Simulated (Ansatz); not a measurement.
`[CH3][SnH]([CH3])[SiH3]` at its PBE0-D4/def2-TZVP geometry, where that method's forces vanish. The species carries charge 0 and has multiplicity 1. Sn takes the def2 core potential.

```xyz
14

C     1.0701    1.7944    0.2267
Sn   -0.3042    0.2906   -0.4526
C    -1.8288    0.0221    1.0358
Si    0.9247   -1.9202   -0.8947
H     1.5524    1.4685    1.1488
H     0.5333    2.7243    0.4178
H     1.8362    1.9773   -0.5268
H    -1.0442    0.8394   -1.9021
H    -2.3342    0.9708    1.2202
H    -1.3823   -0.3278    1.9670
H    -2.5633   -0.7098    0.6996
H    -0.0171   -2.9716   -1.3676
H     1.5727   -2.4111    0.3531
H     1.9847   -1.7468   -1.9253
```

Question: What forces (eV/Å) does PBE-D4/def2-TZVPP give on these atoms in Ansatz? (Estimate.)

Answer: Computed: 
```
C1   0.040  0.045  0.019
Sn2  0.040 -0.106 -0.089
C3  -0.045 -0.008  0.043
Si4 -0.031  0.053  0.007
H5   0.087 -0.065  0.172
H6  -0.105  0.172  0.034
H7   0.141  0.031 -0.143
H8  -0.078  0.060 -0.148
H9  -0.092  0.180  0.031
H10  0.088 -0.065  0.171
H11 -0.135 -0.137 -0.066
H12 -0.088 -0.113 -0.049
H13  0.068 -0.055  0.123
H14  0.110  0.008 -0.104
```
